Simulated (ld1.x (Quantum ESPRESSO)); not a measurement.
**u(r) = r·R(r): atom against pseudo-atom (thallium (Tl))**

Columns: radius, all-electron u(r) and pseudo u(r) of the 6p shell (level -3.38 eV) of thallium in the configuration [Xe] 4f14 5d10 6s1 6p2; LDA (PZ), scalar-relativistic, PAW scheme, ld1.x (Quantum ESPRESSO) 7.5.

| r (bohr) | all-electron | pseudo |
| --- | --- | --- |
| 0.138 | -0.1043 | 0.0047 |
| 0.275 | 0.1273 | 0.0185 |
| 0.413 | 0.0941 | 0.0410 |
| 0.550 | -0.0920 | 0.0708 |
| 0.688 | -0.2199 | 0.1073 |
| 0.825 | -0.2448 | 0.1484 |
| 0.963 | -0.1925 | 0.1932 |
| 1.100 | -0.0987 | 0.2394 |
| 1.238 | 0.0114 | 0.2862 |
| 1.375 | 0.1201 | 0.3316 |
| 1.513 | 0.2204 | 0.3750 |
| 1.650 | 0.3071 | 0.4150 |
| 1.788 | 0.3803 | 0.4514 |
| 1.925 | 0.4392 | 0.4833 |
| 2.062 | 0.4856 | 0.5106 |
| 2.200 | 0.5211 | 0.5336 |
| 2.338 | 0.5468 | 0.5519 |
| 2.475 | 0.5640 | 0.5654 |
| 2.613 | 0.5742 | 0.5744 |
| 2.750 | 0.5784 | 0.5784 |
| 2.888 | 0.5777 | 0.5777 |
| 3.025 | 0.5730 | 0.5730 |
| 3.162 | 0.5650 | 0.5650 |
| 3.300 | 0.5542 | 0.5542 |
| 3.438 | 0.5413 | 0.5413 |
| 3.575 | 0.5267 | 0.5267 |

Problem. How many radial nodes do the two functions have?

Solution. The all-electron 6p function has n − l − 1 = 4 (the table is too coarse to show those close to the nucleus); the pseudo-wave has 0, since the states of the same l below it are removed with the core.

Problem. At about which radius was the pseudo-wave matched?

Solution. 2.75 bohr, where the columns begin to agree (steps of 0.14 bohr).

Problem. Is the pseudo-wave norm-conserving?

Solution. No, it belongs to a PAW set: the norm inside the radius is not constrained, and the difference is carried by the augmentation charge.
